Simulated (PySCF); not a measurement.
Si(H)(Cl) anion (ClHSi), SMILES [SiH]Cl (connectivity only; charge and spin as stated), charge -1, multiplicity 2.

Geometry: B3LYP-D3(BJ)/def2-TZVPD. The spin state was assumed, not searched. The isomer is the one that the SMILES or the coordinates give; other isomers of the formula were not compared.

Method: PySCF with CAM-B3LYP/def2-TZVPD.

Gas-phase values at a fixed geometry.

The total energy is -750.36578 hartree and the point group comes out as Cs. The α spin, highest occupied and lowest empty level is -0.54 and 4.46 eV and the β spin, highest occupied and lowest empty level comes out as -2.29 and 4.44 eV. The dipole moment about the centre of nuclear charge is 1.81 D, the mean static polarisability comes out as 77.5 bohr³ (11.49 Å³) and the polarisability, principal values is 68.8, 76.9, 86.8 bohr³. The ⟨S²⟩ is 0.758 (pure state 0.75).
